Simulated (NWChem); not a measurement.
Program: NWChem. System: MIBC (C₆H₁₄O), charge 0, spin multiplicity 1, at a geometry optimised with B3LYP/def2-SVP. Level: G0W0@B3LYP/def2-SVP, RI basis def2-svp-rifit, VWN1-RPA local correlation.

Part of the output:

```
             Northwest Computational Chemistry Package (NWChem) 7.3.0
             --------------------------------------------------------

                                NWChem Input Module
                                -------------------

 Scaling coordinates for geometry "geometry" by  1.889725989
 (inverse scale =  0.529177249)

                             Geometry "geometry" -> ""
                             -------------------------

 Output coordinates in angstroms (scale by  1.889725989 to convert to a.u.)

  No.       Tag          Charge          X              Y              Z
 ---- ---------------- ---------- -------------- -------------- --------------
    1 C                    6.0000    -2.44682600     0.72289600    -0.78771400
    2 C                    6.0000    -1.27286300     0.42319000     0.15547300
    3 C                    6.0000    -1.63179200    -0.72022200     1.11453100
    4 C                    6.0000     0.00984300     0.16307900    -0.66021900
    5 C                    6.0000     1.33682300     0.19012800     0.10190900
    6 C                    6.0000     2.53975500     0.22533300    -0.84288400
    7 O                    8.0000     1.39884100    -0.96052800     0.93838500
    8 H                    1.0000    -3.36785500     0.94079600    -0.22291300
    9 H                    1.0000    -2.65684500    -0.14160800    -1.44132700
   10 H                    1.0000    -2.23886700     1.58848200    -1.43836200
   11 H                    1.0000    -1.09427300     1.33230400     0.76249500
   12 H                    1.0000    -2.54496600    -0.47987100     1.68417600
   13 H                    1.0000    -1.82520000    -1.65066100     0.55268600
   14 H                    1.0000    -0.81671500    -0.92848800     1.81933100
   15 H                    1.0000     0.07594300     0.92971200    -1.45162700
   16 H                    1.0000    -0.06752500    -0.81110200    -1.17802900
   17 H                    1.0000     1.35505900     1.11017300     0.72556300
   18 H                    1.0000     2.53500400     1.12972400    -1.47222200
   19 H                    1.0000     3.48520600     0.22257500    -0.27364100
   20 H                    1.0000     2.53736800    -0.65926800    -1.50004300
   21 H                    1.0000     2.22330200    -0.92497100     1.44024800

 Effective nuclear repulsion energy (a.u.)     331.5799256345

            Nuclear Dipole moment (a.u.)
            ----------------------------
        X                 Y               Z
 ---------------- ---------------- ----------------
     0.0000075589    -0.0000056692    -0.0000170075


 Summary of "ao basis" -> "" (spherical)
 ------------------------------------------------------------------------------
       Tag                 Description            Shells   Functions and Types
 ---------------- ------------------------------  ------  ---------------------
 *                          def2-svp                  on all atoms

 new library libraries.bse/

 Summary of "ri basis" -> "" (spherical)
 ------------------------------------------------------------------------------
       Tag                 Description            Shells   Functions and Types
 ---------------- ------------------------------  ------  ---------------------
 *                       def2-svp-rifit               on all atoms

                                 NWChem DFT Module
                                 -----------------

 Summary of "ao basis" -> "ao basis" (spherical)
 ------------------------------------------------------------------------------
       Tag                 Description            Shells   Functions and Types
 ---------------- ------------------------------  ------  ---------------------
 C                          def2-svp                 6       14   3s2p1d
 O                          def2-svp                 6       14   3s2p1d
 H                          def2-svp                 3        5   2s1p

 Summary of "ao basis" -> "ao basis" (spherical)
 ------------------------------------------------------------------------------
       Tag                 Description            Shells   Functions and Types
 ---------------- ------------------------------  ------  ---------------------
[...]
              MO Center= -1.2D+00,  1.7D-01,  8.1D-02, r^2= 3.3D+00
   Bfn.  Coefficient  Atom+Function         Bfn.  Coefficient  Atom+Function
  ----- ------------  ---------------      ----- ------------  ---------------
   114      0.311632  11 H  s                19      0.253688   2 C  py
    20      0.202698   2 C  pz              115      0.197129  11 H  s
   124      0.191381  13 H  s                48     -0.166554   4 C  pz
   139      0.166452  16 H  s                33     -0.164277   3 C  py
   104      0.164251   9 H  s                46      0.149055   4 C  px

 Vector   28  Occ=2.000000D+00  E=-3.051665D-01
              MO Center=  1.3D-01, -5.4D-02,  1.6D-01, r^2= 4.7D+00
   Bfn.  Coefficient  Atom+Function         Bfn.  Coefficient  Atom+Function
  ----- ------------  ---------------      ----- ------------  ---------------
    46      0.258042   4 C  px               60     -0.237609   5 C  px
    89      0.205916   7 O  py               18     -0.201481   2 C  px
     4      0.192224   1 C  px               87     -0.164943   7 O  s
    88      0.164381   7 O  px               49      0.155790   4 C  px
   144     -0.155177  17 H  s                92      0.150647   7 O  py

 Vector   29  Occ=2.000000D+00  E=-2.675770D-01
              MO Center=  1.4D+00, -5.0D-01,  6.2D-01, r^2= 2.2D+00
   Bfn.  Coefficient  Atom+Function         Bfn.  Coefficient  Atom+Function
  ----- ------------  ---------------      ----- ------------  ---------------
    90      0.403454   7 O  pz               93      0.310847   7 O  pz
    88     -0.269065   7 O  px               89      0.253788   7 O  py
   144     -0.212731  17 H  s                91     -0.200980   7 O  px
    92      0.185530   7 O  py               76      0.154382   6 C  pz
    73      0.153240   6 C  s                62     -0.150507   5 C  pz

 Vector   30  Occ=0.000000D+00  E= 4.204220D-02
              MO Center=  1.8D+00,  1.1D-01,  4.4D-01, r^2= 7.4D+00
   Bfn.  Coefficient  Atom+Function         Bfn.  Coefficient  Atom+Function
  ----- ------------  ---------------      ----- ------------  ---------------
    73      1.010592   6 C  s               165     -0.807214  21 H  s
    59      0.735888   5 C  s               155     -0.677881  19 H  s
   145     -0.649523  17 H  s               150     -0.564617  18 H  s
   135     -0.543715  15 H  s                45      0.440774   4 C  s
    87      0.442286   7 O  s                31      0.365122   3 C  s

 Vector   31  Occ=0.000000D+00  E= 6.814113D-02
              MO Center= -1.3D+00,  3.7D-01, -2.2D-01, r^2= 1.0D+01
   Bfn.  Coefficient  Atom+Function         Bfn.  Coefficient  Atom+Function
  ----- ------------  ---------------      ----- ------------  ---------------
     3      1.621062   1 C  s                31      0.888196   3 C  s
   110     -0.788276  10 H  s               100     -0.755346   8 H  s
   105     -0.740278   9 H  s                45      0.687981   4 C  s
   115     -0.631951  11 H  s                73     -0.598130   6 C  s
   120     -0.572454  12 H  s                17      0.530662   2 C  s

 Vector   32  Occ=0.000000D+00  E= 8.243933D-02
              MO Center=  4.6D-01,  6.6D-02, -4.8D-01, r^2= 8.3D+00
   Bfn.  Coefficient  Atom+Function         Bfn.  Coefficient  Atom+Function
  ----- ------------  ---------------      ----- ------------  ---------------
    73      1.376853   6 C  s                45      0.991408   4 C  s
   160     -0.956434  20 H  s               115      0.932707  11 H  s
    17     -0.910850   2 C  s               140     -0.899779  16 H  s
   145      0.844793  17 H  s                59     -0.820525   5 C  s
   105     -0.487466   9 H  s               150     -0.428598  18 H  s

 center of mass
 --------------
 x =   0.04394613 y =  -0.03035166 z =   0.03652083

 moments of inertia (a.u.)
 ------------------
         420.667904523453          94.229551811601          30.128017156531
          94.229551811601        1404.500152899705         142.092428603938
          30.128017156531         142.092428603938        1306.953159508446

     Multipole analysis of the density
     ---------------------------------

     L   x y z        total         alpha         beta         nuclear
     -   - - -        -----         -----         ----         -------
     0   0 0 0      0.000000    -29.000000    -29.000000     58.000000

     1   1 0 0      0.538528      0.269260      0.269260      0.000008
     1   0 1 0      0.379543      0.189774      0.189774     -0.000006
     1   0 0 1      0.010538      0.005277      0.005277     -0.000017

     2   2 0 0    -32.094362   -361.700892   -361.700892    691.307422
     2   1 1 0      0.060687     24.756530     24.756530    -49.452374
     2   1 0 1      1.661100     11.993484     11.993484    -22.325867
     2   0 2 0    -35.834312    -71.082474    -71.082474    106.330635
     2   0 1 1      0.341073     41.342076     41.342076    -82.343080
     2   0 0 2    -34.255290   -101.268019   -101.268019    168.280747

 Task  times  cpu:       57.4s     wall:       57.4s

                                NWChem Input Module
                                -------------------

                                 NWChem GW Module
                                 ----------------

                             ***********************
                             ***        GW       ***
                             ***********************

 Summary of "ri basis" -> "ri basis" (spherical)
 ------------------------------------------------------------------------------
       Tag                 Description            Shells   Functions and Types
 ---------------- ------------------------------  ------  ---------------------
 C                       def2-svp-rifit             16       48   6s5p4d1f
 O                       def2-svp-rifit             16       48   6s5p4d1f
 H                       def2-svp-rifit              6       14   3s2p1d

                 Memory Information
                 ------------------
          Available GA per process is          1699.8 MBs
          Available stack per process is        700.0 MBs
          Available heap per process is           0.0 MBs

          Peak memory in Initialization
              Peak GA per process is                 23.4 MBs
              Peak stack per process is               0.3 MBs
              Peak heap per process is               24.0 MBs
              Memory not in MA per process            0.0 MBs

          Peak memory in CDGW Calculation
              Peak GA per process is                 28.1 MBs
              Peak stack per process is               4.3 MBs
              Peak heap per process is                4.2 MBs
              Memory not in MA per process            0.0 MBs

          Computing 2-center integrals
          Computing Inverse Cholesky factor
          Computing 3-center integrals
          Computing Vxc

          Computing Sigma_x
          Computing W(iw) on the imaginary grid
          Solving quasiparticle equations

                  Alpha Orbitals
          State     Energy (eV)     Error (eV)
          -----------------------------------
@GW        26        -10.944           0.005
@GW        27        -10.939           0.005
@GW        28        -10.479           0.002
@GW        29         -9.444           0.002
@GW        30          3.572           0.002
@GW        31          4.203           0.005

     GW Timing Statistics
   ------------------------
   Init.   :          0.1s
     ERIs  :          5.1s
     Distr.:          0.1s
     Vxc   :          8.4s
   Vmo     :          0.0s
   iW      :          8.7s
   I_n     :          0.0s
   R_n     :          2.1s
   GW total:         24.5s

 Task  times  cpu:       24.5s     wall:       24.5s

 Total times  cpu:       81.9s     wall:       81.9s
```

Problem. Write an NWChem input that would produce this output.

Solution. Several could match; the one computed here: 
```
start mol
memory heap 200 mb stack 700 mb global 1700 mb
geometry units angstroms nocenter noautoz noautosym
  C     -2.446826     0.722896    -0.787714
  C     -1.272863     0.423190     0.155473
  C     -1.631792    -0.720222     1.114531
  C      0.009843     0.163079    -0.660219
  C      1.336823     0.190128     0.101909
  C      2.539755     0.225333    -0.842884
  O      1.398841    -0.960528     0.938385
  H     -3.367855     0.940796    -0.222913
  H     -2.656845    -0.141608    -1.441327
  H     -2.238867     1.588482    -1.438362
  H     -1.094273     1.332304     0.762495
  H     -2.544966    -0.479871     1.684176
  H     -1.825200    -1.650661     0.552686
  H     -0.816715    -0.928488     1.819331
  H      0.075943     0.929712    -1.451627
  H     -0.067525    -0.811102    -1.178029
  H      1.355059     1.110173     0.725563
  H      2.535004     1.129724    -1.472222
  H      3.485206     0.222575    -0.273641
  H      2.537368    -0.659268    -1.500043
  H      2.223302    -0.924971     1.440248
end
basis spherical
  * library def2-svp
end
basis "ri basis" bse spherical
  * library def2-svp-rifit
end
dft
  xc b3lyp
  iterations 100
  direct
  tolerances tight
end
task dft energy
gw
  method cdgw
  states alpha occ 4 vir 2
end
task dft gw
```
